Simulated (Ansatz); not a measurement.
`C[S][ZnH]` + CH₃OH → `C[O][ZnH]` + CH₃SH at 700 K and 1 bar (ligand exchange at a Zn–S bond).

Gas-phase electronic energies from Ansatz, PBE0-D4/def2-TZVP geometries. CCSD(T)/CBS is the MP2 limit (def2-TZVPP, def2-QZVPP) plus CCSD(T) − MP2 in def2-TZVPP, frozen cores. This one scheme is used for every species. For Zn outer-core shells are correlated without core-valence functions, which leaves a few kJ/mol of doubt a bond. Scalar relativity is left out up to krypton.

```json
{"species": "`C[S][ZnH]`", "CCSD(T)/CBS energy (Eh)": "-2216.62619", "H − E (kJ/mol)": "172.5", "S (J/(mol·K))": "392.0"}
{"species": "CH₃OH", "CCSD(T)/CBS energy (Eh)": "-115.61712", "H − E (kJ/mol)": "170.8", "S (J/(mol·K))": "288.5"}
{"species": "`C[O][ZnH]`", "CCSD(T)/CBS energy (Eh)": "-1893.99751", "H − E (kJ/mol)": "175.3", "S (J/(mol·K))": "372.7"}
{"species": "CH₃SH", "CCSD(T)/CBS energy (Eh)": "-438.22835", "H − E (kJ/mol)": "160.2", "S (J/(mol·K))": "309.0"}
```

H − E and S are ideal-gas, rigid-rotor, harmonic terms from PBE0-D4/def2-TZVP. 1 Eh = 2625.50 kJ/mol, R = 8.31446 J/(mol·K).

Question: By hand: ΔE, ΔH, ΔS and ΔG.

Answer: ΔE = (-1893.99751) + (-438.22835) − (-2216.62619) − (-115.61712) = 0.01745 Eh = 45.8 kJ/mol. Δ(H − E) = 175.3 + 160.2 − 172.5 − 170.8 = -7.8, so ΔH = 38.0 kJ/mol. ΔS = 372.7 + 309.0 − 392.0 − 288.5 = 1.2 J/(mol·K). ΔG = 38.0 − 700 × (1.2)/1000 = 37.2 kJ/mol.

Question: By hand: the equilibrium constant, and the temperature at which ΔG would vanish if ΔH and ΔS stayed fixed.

Answer: log₁₀ K = −ΔG/(RT ln 10) = -2.8. ΔG = 0 at ΔH/ΔS = 31667 K, far beyond where these terms or the molecules hold.

The number of gas molecules stays the same, so ΔS is small and ΔH decides. A doubt of 5 kJ/mol in ΔE shifts log₁₀ K by 0.4 here. These are equilibria of isolated gas molecules and say nothing of rates. Largest T1 diagnostic: 0.017 (customary marks: 0.02 for closed shells, 0.045 for open ones).
